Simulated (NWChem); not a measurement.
Species: SOF anion

```xyz
3

O     -0.6136     1.2525     0.0000
S      0.5044     0.1733     0.0000
F     -0.3334    -1.4323     0.0000
```
Atoms are numbered in this order, from 1.

Program: NWChem. Pople sets run with spherical d functions. Sets without diffuse functions describe the anion's extra electron poorly. The geometry was optimised at B3LYP/def2-SVPD. The highest occupied level is positive in some or all of these runs, so the extra electron may be held by the finite basis. Atomic charges in e: unrestrained fits to the electrostatic potential beside Mulliken populations; the two definitions need not agree.

For level Hartree-Fock/6-31G*:

```yaml
Mulliken O1: -0.87
Mulliken S2: 0.50
Mulliken F3: -0.62
```

### Question
Estimate the same quantities for level B3LYP/def2-SVP.

### Answer
| Item | Result |
|---|---|
| Mulliken O1 | -0.68 |
| Mulliken S2 | 0.19 |
| Mulliken F3 | -0.51 |
